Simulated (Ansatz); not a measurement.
Reaction: C2H5N (SMILES C=NC) + H+ → C2H6N+ (SMILES C=[NH+]C)
Each species at its own B3LYP-D3(BJ)/def2-TZVP minimum (Ansatz, a program for electronic structure).

Total energies in hartree (Ansatz). Open shells are spin-unrestricted; no spin-orbit coupling. Cores are frozen in correlated methods. No relativity.

```tsv
species	HF/cc-pVTZ	CCSD(T)/cc-pVTZ	HF/cc-pVQZ	CCSD(T)/cc-pVQZ	CCSD(T)/cc-pVDZ	CCSDT(Q)/cc-pVDZ
1: C2H5N (SMILES C=NC)	-133.11122	-133.70668	-133.12062	-133.74681	-133.56739	-133.56925
2: C2H6N+ (SMILES C=[NH+]C)	-133.47901	-134.06492	-133.48789	-134.10337	-133.92867	-133.93040
```

Q: Work out the proton affinity (electronic), positive where energy is released in kcal/mol: take Hartree-Fock from cc-pVQZ, extrapolate the CCSD(T) correlation energy as X^-3 (X = 3, 4), and add CCSDT(Q) - CCSD(T) in cc-pVDZ. 1 hartree = 627.51 kcal/mol.

A: 
Species 1: correlation (64·(-0.62619) - 27·(-0.59546))/37 = -0.64861; step -0.00186; E1 = -133.12062 + (-0.64861) + (-0.00186) = -133.77109
H+ has no electrons: E = 0
Species 2: correlation (64·(-0.61548) - 27·(-0.58591))/37 = -0.63706; step -0.00173; E2 = -133.48789 + (-0.63706) + (-0.00173) = -134.12668
+1·E1 -1·E2 = 0.35559 hartree = 223.1 kcal/mol.
